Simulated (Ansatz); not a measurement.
`[SiH3][SiH2][GaH2]` + H₂S → `[SH][GaH2]` + disilane at 298.15 K and 1 bar (cleavage of the Ga–Si bond).

Calculated with Ansatz (gas phase, PBE0-D4/def2-TZVP geometries, no zero-point term in ΔE). CCSD(T)/CBS is the MP2 limit (def2-TZVPP, def2-QZVPP) plus CCSD(T) − MP2 in def2-TZVPP, frozen cores. This one scheme is used for every species. For Ga outer-core shells are correlated without core-valence functions, which leaves a few kJ/mol of doubt a bond. Scalar relativity is left out up to krypton.

```
             species  CCSD(T)/CBS energy (Eh)  H − E (kJ/mol)  S (J/(mol·K))
`[SiH3][SiH2][GaH2]`              -2506.27760           166.2          368.1
                 H₂S               -398.97279            49.9          205.7
        `[SH][GaH2]`              -2323.53734            73.1          277.9
      `[SiH3][SiH3]`               -581.74359           143.7          274.2
```

H − E and S are ideal-gas, rigid-rotor, harmonic terms from PBE0-D4/def2-TZVP. 1 Eh = 2625.50 kJ/mol, R = 8.31446 J/(mol·K).

Q: By hand: ΔE, ΔH, ΔS and ΔG.

A: ΔE = (-2323.53734) + (-581.74359) − (-2506.27760) − (-398.97279) = -0.03054 Eh = -80.2 kJ/mol. Δ(H − E) = 73.1 + 143.7 − 166.2 − 49.9 = 0.7, so ΔH = -79.5 kJ/mol. ΔS = 277.9 + 274.2 − 368.1 − 205.7 = -21.7 J/(mol·K). ΔG = -79.5 − 298.15 × (-21.7)/1000 = -73.0 kJ/mol.

Q: By hand: the equilibrium constant, and the temperature at which ΔG would vanish if ΔH and ΔS stayed fixed.

A: log₁₀ K = −ΔG/(RT ln 10) = 12.8. ΔG = 0 at ΔH/ΔS = 3664 K, far beyond where these terms or the molecules hold.

ΔH outweighs TΔS. A doubt of 5 kJ/mol in ΔE shifts log₁₀ K by 0.9 here. These are equilibria of isolated gas molecules and say nothing of rates. Largest T1 diagnostic: 0.014 (customary marks: 0.02 for closed shells, 0.045 for open ones).
